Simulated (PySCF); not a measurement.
Compound: zinc hydride isocyanide, CHNZn (singlet state).
Geometry (PBE0-D3(BJ)/def2-SVP, Å), atoms numbered from 1 in this order:
```
atom  x, y, z in Å
C1    -1.970    0.585    0.996
N2    -0.885    0.243    0.684
Zn3    0.794   -0.312    0.189
H4     2.181   -0.769   -0.220
```

Computed with PySCF at CAM-B3LYP/def2-SVPD, non-relativistic, on one gas-phase PBE0-D3(BJ)/def2-SVP geometry that isn't relaxed in the solvent. The solvent is an IEF-PCM continuum (cavity from Bondi-type radii × 1.2), and excitations are vertical TDDFT with non-equilibrium linear response and a frozen core. The model holds no explicit solvent molecules, cavitation or dispersion.

Gas-phase singlets (H = HOMO, L = LUMO):

```tsv
state	E (eV)	λ (nm)	f	leading configurations
S1	6.563	189	0.018	H→L 89%
S2	6.563	189	0.018	H→L+1 89%
S3	7.195	172	0.000	H-2→L+1 38%, H-1→L 38%
S4	7.316	169	0.000	H-2→L 42%, H-1→L+1 42%
S5	7.316	169	0.000	H-2→L+1 42%, H-1→L 42%
```

Problem. Give the list for chloroform (ε = 4.711), n² = 2.09.

Solution. 
```tsv
state	E (eV)	λ (nm)	f	leading configurations	change by rank (eV)
S1	7.231	171	0.103	H→L 80%, H→L+4 10%	+0.668
S2	7.232	171	0.103	H→L+1 80%, H→L+3 10%	+0.669
S3	7.534	165	0.000	H-2→L 28%, H-3→L+1 27%	+0.339
S4	7.740	160	0.002	H-2→L+1 34%, H-3→L 34%	+0.424
S5	7.740	160	0.001	H-3→L+1 34%, H-2→L 34%	+0.424
```

Problem. How do the frontier levels move from gas to chloroform?

Solution. 
```json
{"orbital": "LUMO+2", "gas (eV)": "0.47", "solvent (eV)": "1.25", "change (eV)": "+0.78"}
{"orbital": "LUMO+1", "gas (eV)": "-0.37", "solvent (eV)": "0.54", "change (eV)": "+0.91"}
{"orbital": "LUMO", "gas (eV)": "-0.38", "solvent (eV)": "0.54", "change (eV)": "+0.92"}
{"orbital": "HOMO", "gas (eV)": "-9.84", "solvent (eV)": "-9.95", "change (eV)": "-0.11"}
{"orbital": "HOMO-1", "gas (eV)": "-11.35", "solvent (eV)": "-10.51", "change (eV)": "+0.84"}
{"orbital": "HOMO-2", "gas (eV)": "-11.35", "solvent (eV)": "-11.20", "change (eV)": "+0.15"}
{"orbital": "HOMO-3", "gas (eV)": "-11.44", "solvent (eV)": "-11.20", "change (eV)": "+0.24"}
```

The HOMO–LUMO gap goes from 9.47 to 10.49 eV. Rows go by rank; for HOMO-3, HOMO-2 and HOMO-1 the atom shares or the degeneracy differ between the runs, so the row needn't follow one orbital.
